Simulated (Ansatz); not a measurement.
```yaml
crystal:
  periodic: [false, false, false]
  atoms:
    - {symbol: C, position_ang: [-1.677997, 0.454863, -0.932167]}
    - {symbol: S, position_ang: [-1.137944, 0.473636, 0.788595]}
    - {symbol: C, position_ang: [0.324502, -0.534045, 0.708801]}
    - {symbol: F, position_ang: [-0.033371, -1.853068, 0.418007]}
    - {symbol: N, position_ang: [1.446664, -0.106279, -0.095940]}
    - {symbol: Al, position_ang: [1.993233, -0.069075, 1.550945]}
    - {symbol: H, position_ang: [-1.870559, -0.565679, -1.262441]}
    - {symbol: H, position_ang: [-0.944754, 0.932481, -1.585062]}
    - {symbol: H, position_ang: [-2.606150, 1.025108, -0.979389]}
    - {symbol: H, position_ang: [1.359337, 0.005806, -1.095018]}
    - {symbol: H, position_ang: [3.212540, 0.179151, 2.504270]}
basis:
  gaussian: {orbitals: def2-TZVP}
total_charge: -1
magnetization: {spin_polarized: true, initial_magnetization: 1}
hamiltonian: {xc: {name: CCSD(T)}}
accuracy: high
```

```sh
$ ansatz run in.yaml --threads 4 --pin off --events-out ev --progress --plain --max-ram 10444MiB
```

(1) How does Ansatz answer? (An estimate is asked.)

## Answers

(1) Computed: The input was rejected before any iteration.
```
Error: YAML parse error: error: line 19 column 19: hamiltonian.xc: no functional is named "CCSD(T)"; the names, which are not case-sensitive, are SVWN5, SPW92, PBE, PBE0, PBEsol, revPBE, revPBE0, RPBE, rPW86-PBE, HSE06, wPBEh, LC-wPBE, HISS, HF, BLYP, B3LYP, B3LYP5, BHLYP, CAM-B3LYP, r2SCAN, r2SCANh, r2SCAN0, r2SCAN50, m-r2SCAN, B97, wB97, wB97X, wB97X-V, B97M-V, wB97M-V, B2PLYP, B2GP-PLYP, PBE0-DH, PBE-QIDH
17 | total_charge: -1
18 | magnetization: {spin_polarized: true, initial_magnetization: 1}
19 | hamiltonian: {xc: {name: CCSD(T)}}
20 | accuracy: high
```

HSE06 is defined as in plane-wave codes.
